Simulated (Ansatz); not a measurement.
Ansatz (an electronic-structure program) input:

Ansatz 0.2 input:
```yaml
crystal:
  periodic: [false, false, false]
  atoms:
    - {symbol: Ru, position_ang: [-0.00145331, -0.15386375, 0.06442727]}
    - {symbol: F, position_ang: [-1.78646671, -0.55800695, -0.22565879]}
    - {symbol: F, position_ang: [0.01482567, 1.56961481, -0.65724384]}
    - {symbol: F, position_ang: [1.77874610, -0.25938510, 0.56792486]}
basis:
  gaussian:
    orbitals: def2-TZVP
hamiltonian:
  xc: b3lyp
  dispersion: d3bj
magnetization: {spin_polarized: true, initial_magnetization: 3}
phonons: {temperatures: {t_min: 298.15, t_max: 298.15, t_step: 100}}
```

**Question.** Which total energy does the run end on?

**Answer.** -394.61802 Eh (B3LYP-D3(BJ)/def2-TZVP). The basis has 133 functions.

The spin state was set by rule; other spins were not relaxed.
